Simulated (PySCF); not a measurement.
## Correlation energy of Si (silicon, neutral)

[Ne] 3s1 3p3, high-spin 5S determinant (an excited configuration). All numbers are calculated (PySCF 2.14, scalar relativity by spin-free X2C-1e, in aug-cc-pCVTZ-DK with one added diffuse shell each of s, p, d, f type (9s8p6d4f, 91 functions)). Frozen: 1s2; 12 electrons correlated.

```tsv
level	correlation energy (mhartree)
CCSD	-313.90
(T)	-2.52
CCSD(T)	-316.42
```

Diagnostics: T1 = 0.0028, D1 = 0.0095, largest double amplitude 0.035.

Cost of the coupled-cluster step: roughly 50 core-seconds, for 12 correlated electrons.
